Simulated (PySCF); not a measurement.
Isomers of C4H8O3S, mass 136.019 u with the commonest isotopes. Theory: PySCF 2.14.0, PBE0-D3(BJ)/def2-SVP geometry optimisation, gas phase. One conformer each, none proved a minimum here; rigid rotors.

Question: Order these by radius of gyration √(Σ m r²/M), smallest first.
A. `[CH3:1][C@H:2]1[CH2:3][CH2:4][S:5](=[O:6])(=[O:7])[O:8]1` with C1–C2–C3–C4 79°, C2–C3–C4–S5 28°, C3–C4–S5–O6 105°, C4–S5–O8–C2 -21°
B. `[CH2:1]=[CH:2][CH2:3][O:4][S:5]([CH3:6])(=[O:7])=[O:8]` with C1–C2–C3–O4 -116°, C2–C3–O4–S5 69°, C3–O4–S5–C6 152°
C. `[CH3:1][S:2](=[O:3])(=[O:4])[CH:5]1[CH2:6][O:7][CH2:8]1` with C1–S2–C5–C6 -47°, S2–C5–C6–O7 105°, C5–C6–O7–C8 12°, C6–O7–C8–C5 -12°, S2–C5–C8–O7 -106°

Answer: A (1.743 Å), C (1.829 Å), B (1.899 Å).

Question: Order these by rotational constant C, largest first.
A. `[CH3:1][C@H:2]1[CH2:3][CH2:4][S:5](=[O:6])(=[O:7])[O:8]1` with C1–C2–C3–C4 79°, C2–C3–C4–S5 28°, C3–C4–S5–O6 105°, C4–S5–O8–C2 -21° (1,3-butanesultone)
B. `[CH3:1][S:2](=[O:3])(=[O:4])[CH:5]1[CH2:6][O:7][CH2:8]1` with C1–S2–C5–C6 -47°, S2–C5–C6–O7 105°, C5–C6–O7–C8 12°, C6–O7–C8–C5 -12°, S2–C5–C8–O7 -106°
C. `[CH2:1]=[CH:2][CH2:3][O:4][S:5]([CH3:6])(=[O:7])=[O:8]` with C1–C2–C3–O4 -116°, C2–C3–O4–S5 69°, C3–O4–S5–C6 152° (allyl methanesulfonate)

Answer: A (1445 MHz), B (1320 MHz), C (1178 MHz).

Question: Order these by rotational constant A, smallest first.
A. `[CH2:1]=[CH:2][CH2:3][O:4][S:5]([CH3:6])(=[O:7])=[O:8]` with C1–C2–C3–O4 -116°, C2–C3–O4–S5 69°, C3–O4–S5–C6 152°
B. `[CH3:1][C@H:2]1[CH2:3][CH2:4][S:5](=[O:6])(=[O:7])[O:8]1` with C1–C2–C3–C4 79°, C2–C3–C4–S5 28°, C3–C4–S5–O6 105°, C4–S5–O8–C2 -21°
C. `[CH3:1][S:2](=[O:3])(=[O:4])[CH:5]1[CH2:6][O:7][CH2:8]1` with C1–S2–C5–C6 -47°, S2–C5–C6–O7 105°, C5–C6–O7–C8 12°, C6–O7–C8–C5 -12°, S2–C5–C8–O7 -106°

Answer: B (3050 MHz), C (3126 MHz), A (3330 MHz).

```json
{"SMILES": "C[C@H]1CCS(=O)(=O)O1", "point group": "C1", "Ia (u·Å²)": "165.71", "Ib (u·Å²)": "311.05", "Ic (u·Å²)": "349.77", "κ": "-0.78", "μa (D)": "4.75", "μb (D)": "2.65", "μc (D)": "1.55"}
{"SMILES": "CS(=O)(=O)C1COC1", "point group": "near Cs", "Ia (u·Å²)": "161.67", "Ib (u·Å²)": "365.11", "Ic (u·Å²)": "382.88", "κ": "-0.93", "μa (D)": "2.71", "μb (D)": "0.12", "μc (D)": "1.06"}
{"SMILES": "C=CCOS(C)(=O)=O", "point group": "C1", "Ia (u·Å²)": "151.78", "Ib (u·Å²)": "400.15", "Ic (u·Å²)": "429.08", "κ": "-0.92", "μa (D)": "0.69", "μb (D)": "2.66", "μc (D)": "0.13"}
```
